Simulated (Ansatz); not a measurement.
Program: Ansatz. Geometries: PBE0-D4/def2-TZVP. ΔE: electronic, gas phase. CCSD(T)/CBS is the MP2 limit (def2-TZVPP, def2-QZVPP) plus CCSD(T) − MP2 in def2-TZVPP, frozen cores. Functionals use def2-TZVPP. B3LYP here is the variant with VWN-RPA as its local correlation; programs differ in this. def2 core potentials past Kr. For Sn outer-core shells are correlated without core-valence functions, which leaves a few kJ/mol of doubt a bond. Each species was taken in one conformer, which may not be the lowest.

`C[SiH2][Al]([F])[Cl]` + `C[NH][SnH3]` → `C[SiH2][SnH3]` + `C[NH][Al]([F])[Cl]`  (redistribution)

| level | ΔE (kcal/mol) | difference from CCSD(T)/CBS |
| --- | --- | --- |
| PBE-D4 | -27.3 | 2.0 |
| r2SCAN-D4 | -30.2 | -0.9 |
| PBE0-D4 | -28.8 | 0.5 |
| B3LYP-D4 | -29.7 | -0.4 |
| ωB97X-V | -28.6 | 0.7 |
| ωB97M-V | -30.3 | -1.0 |
| B2PLYP | -29.8 | -0.5 |
| PBE | -27.2 | 2.1 |
| r2SCAN | -30.2 | -0.9 |
| PBE0 | -28.7 | 0.6 |
| B3LYP | -29.4 | -0.1 |
| HF/def2-TZVPP | -30.6 | -1.3 |
| MP2/def2-TZVPP | -30.7 | -1.4 |
| SCS-MP2/def2-TZVPP | -29.9 | -0.6 |
| CCSD/def2-TZVPP | -29.8 | -0.5 |
| CCSD(T)/def2-TZVPP | -29.2 | 0.1 |
| HF/def2-QZVPP | -30.5 | -1.2 |
| MP2/def2-QZVPP | -30.8 | -1.5 |
| SCS-MP2/def2-QZVPP | -30.0 | -0.7 |
| HF/CBS(def2) | -30.5 | -1.2 |
| MP2/CBS(def2) | -30.8 | -1.5 |
| CCSD/CBS(def2) | -29.9 | -0.6 |
| CCSD(T)/CBS | -29.3 | 0 |

Largest T1 diagnostic among the species: 0.012.

From PBE to PBE0 (25 % exact exchange), in def2-TZVPP and without D4, ΔE moves by −1.6 kcal/mol.
